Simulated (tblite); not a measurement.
Compound: C8H6S2Si.
Bonds: C1–C2 (triple), C2–C3, C3–C4 (aromatic), C4–S5 (aromatic), S5–C6 (aromatic), C6–C7 (aromatic), C7–C8 (aromatic), C8–Si9, C8–S10 (aromatic), S10–C11 (aromatic), C3–C11 (aromatic), C6–C11 (aromatic). Hydrogens: H12 on C1; H13 on C4; H14 on C7; H15, H16, H17 on Si9.

Structure optimised with GFN2-xTB, isolated species.

Q: Give the optimised bond lengths and angles.

A: 
```tsv
bond	length (Å)
C1≡C2	1.200
C2–C3	1.408
C3–C4	1.368
C4–S5	1.729
S5–C6	1.733
C6–C7	1.406
C7–C8	1.365
C8–Si9	1.876
C8–S10	1.751
S10–C11	1.723
C3–C11	1.421
C6–C11	1.388
C1–H12	1.049
C4–H13	1.072
C7–H14	1.075
Si9–H15, Si9–H16, Si9–H17	1.463
```

Bonds in one row agree within 0.01 Å and their mean is given. A selection of angles:
```tsv
angle	degrees
C1–C2–C3	177.5
C2–C3–C4	125.3
C2–C3–C11	124.1
C4–C3–C11	110.6
C3–C4–S5	114.0
C4–S5–C6	90.6
S5–C6–C7	135.3
S5–C6–C11	111.1
C7–C6–C11	113.5
C6–C7–C8	112.4
C7–C8–Si9	128.7
C7–C8–S10	111.8
Si9–C8–S10	119.4
C8–S10–C11	91.1
C3–C11–S10	135.1
C3–C11–C6	113.7
C6–C11–S10	111.1
```

The 4 C–S bonds span 1.723 Å (S10–C11, aromatic) to 1.751 Å (C8–S10, aromatic), a spread of 0.028 Å. The 5-membered ring C6–C7–C8–S10–C11 has internal angles of 91.1° to 113.5°; it is planar, 0.00 Å rms from its mean plane, widest ring torsion 0°. Si9 (SiH3 silicon) is tetrahedral (angles from 106.7° to 111.3°). S10 (thiophene-type sulfur) is bent (angle 91.1°). The 7 C–C bonds span 1.200 Å (C1≡C2, drawn triple) to 1.421 Å (C3–C11, aromatic), a spread of 0.221 Å. The 11 heavy atoms lie in one plane (0.000 Å rms). The 5-membered ring C3–C4–S5–C6–C11 has internal angles of 90.6° to 114.0°; it is planar, 0.00 Å rms from its mean plane, widest ring torsion 0°.

Point group: Cs (every atom within 0.08 Å of its image). Its GFN2-xTB frequencies are all real (lowest 56 cm⁻¹). 2 starts were optimised and ended at 0.00 and 0.13 kcal/mol (GFN2-xTB); the lowest of these is shown.

Time: 0.31 s. Hardware: one thread of an Arm Neoverse V2 (shared host). This is the geometry optimisation.

All values are computed, not measured.
